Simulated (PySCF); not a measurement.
N²⁺ (nitrogen, charge +2) across methods

[He] 2s2 2p1, 2P determinant. Computed with PySCF 2.14 in dyall-av3z (15s9p3d2f, 71 functions), with the non-relativistic Hamiltonian (point nucleus).

| method | E (hartree) | mean ε 2s α (eV) | mean ε 2s β (eV) | mean ε 2p α (eV) | Σ⟨r²⟩ (bohr²) | ⟨S²⟩ |
| --- | --- | --- | --- | --- | --- | --- |
| TPSSh | -52.9765 | -51.180 | -48.767 | -40.366 | 4.941 | 0.752 |
| LDA | -52.4803 | -49.571 | -47.587 | -38.583 | 5.001 | 0.751 |
| UHF | -52.82036 | -58.749 | -54.132 | -48.036 | 4.969 | 0.754 |
| wB97M-V | -52.9727 | -54.570 | -52.404 | -43.405 | 4.980 | 0.751 |
| PBE | -52.8952 | -49.715 | -47.784 | -38.832 | 4.968 | 0.751 |
| BP86 | -52.9537 | -49.789 | -47.922 | -38.893 | 4.952 | 0.751 |
| r2SCAN | -52.9316 | -50.360 | -48.078 | -39.774 | 4.955 | 0.753 |
| PBE0 | -52.9068 | -52.186 | -49.704 | -41.260 | 4.958 | 0.752 |

(1) Estimate the same row for M06-L.

Answers

(1) E (hartree) = -52.9653; mean ε 2s α (eV) = -50.316; mean ε 2s β (eV) = -48.239; mean ε 2p α (eV) = -39.690; Σ⟨r²⟩ (bohr²) = 4.903; ⟨S²⟩ = 0.752.
